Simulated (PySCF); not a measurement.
Ga(Me)(OH)(NH2) (CH6GaNO), SMILES [CH3][Ga]([NH2])[OH].

Geometry: B3LYP-D3(BJ)/def2-SVP. The values are those of a single conformer.

The numbers are results of TDA-LC-ωPBE/def2-SVPD in PySCF 2.14.0, not measurements.

Vertical excitations. The molecule is in vacuum. State labels are in the subgroup Cs.

| state | symmetry | energy (eV) | λ (nm) | f | main pairs |
|---|---|---|---|---|---|
| S1 | A" | 6.47 | 192 | 0.041 | HOMO→LUMO 77 % |
| S2 | A' | 7.48 | 166 | 0.122 | HOMO→LUMO+1 92 % |
| S3 | A" | 7.50 | 165 | 0.067 | HOMO−2→LUMO 44 %, HOMO→LUMO+2 20 %, HOMO−2→LUMO+2 16 % |
| S4 | A' | 7.67 | 162 | 0.184 | HOMO−1→LUMO 74 % |
| S5 | A" | 7.70 | 161 | 0.035 | HOMO−1→LUMO+1 89 % |
| S6 | A" | 8.23 | 151 | 0.024 | HOMO→LUMO+4 40 %, HOMO→LUMO+2 18 %, HOMO−2→LUMO 12 %, HOMO−2→LUMO+2 8 % |
| S7 | A" | 8.43 | 147 | 0.000 | HOMO→LUMO+3 46 %, HOMO→LUMO+6 19 %, HOMO→LUMO+5 19 % |
| S8 | A' | 8.62 | 144 | 0.113 | HOMO−3→LUMO 27 %, HOMO−1→LUMO+2 25 %, HOMO−2→LUMO+1 14 %, HOMO−1→LUMO 11 % |
| S9 | A' | 8.86 | 140 | 0.078 | HOMO−2→LUMO+1 69 % |
| S10 | A" | 8.93 | 139 | 0.000 | HOMO→LUMO+2 26 %, HOMO→LUMO+12 19 %, HOMO→LUMO+4 16 %, HOMO−2→LUMO 8 % |
| T1 | A" | 5.98 | 207 | 0 | HOMO→LUMO 66 %, HOMO→LUMO+9 16 % |
| T2 | A' | 6.18 | 201 | 0 | HOMO→LUMO+1 91 % |
| T3 | A" | 6.97 | 178 | 0 | HOMO−2→LUMO 46 %, HOMO−2→LUMO+2 21 %, HOMO→LUMO+2 13 % |
| T4 | A' | 6.97 | 178 | 0 | HOMO−1→LUMO 66 %, HOMO−1→LUMO+9 15 % |
Triplets are in the Tamm–Dancoff approximation.
